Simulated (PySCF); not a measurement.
LDA on Sr⁻ (strontium, charge -1), [Kr] 4d1 5s2, 2D determinant. Computed with PySCF 2.14 in def2-QZVPPD with the def2 core potential (28 electrons) (7s5p4d3f, 63 functions), with a scalar-relativistic core potential.

```
cycle= 1 E= -30.5468842692092  delta_E= -0.000169  |g|= 0.0531  |ddm|= 0.654
cycle= 2 E= -30.540324441158  delta_E= 0.00656  |g|= 0.0845  |ddm|= 0.918
cycle= 3 E= -30.5529452384696  delta_E= -0.0126  |g|= 0.00413  |ddm|= 0.575
cycle= 4 E= -30.5529794814141  delta_E= -3.42e-05  |g|= 0.000209  |ddm|= 0.0238
cycle= 5 E= -30.5529796464197  delta_E= -1.65e-07  |g|= 2.97e-05  |ddm|= 0.00153
cycle= 6 E= -30.552979649604  delta_E= -3.18e-09  |g|= 1.22e-05  |ddm|= 0.000224
cycle= 7 E= -30.5529796499094  delta_E= -3.05e-10  |g|= 2.36e-06  |ddm|= 6.35e-05
converged SCF energy = -30.5529796499094  <S^2> = 0.7569936  2S+1 = 2.0069814
```

Highest occupied orbital energy: 2.472 eV; ⟨L²⟩ = 6.03; populations by l: s 3.99, p 6.00, d 1.01, f 0.00.

Task: Can this result be used?

Result: With care. Self-consistency was reached. Energies and moments cover only the electrons outside the core potential. The configuration of this anion was assumed by filling the next shell in order. It is not the known or likely ground configuration (Ca⁻, Sr⁻ and Ba⁻, for instance, bind a p electron), so these values are not the electron affinity of the element. At LDA the highest occupied level has a positive energy, so only the finite basis holds that electron.
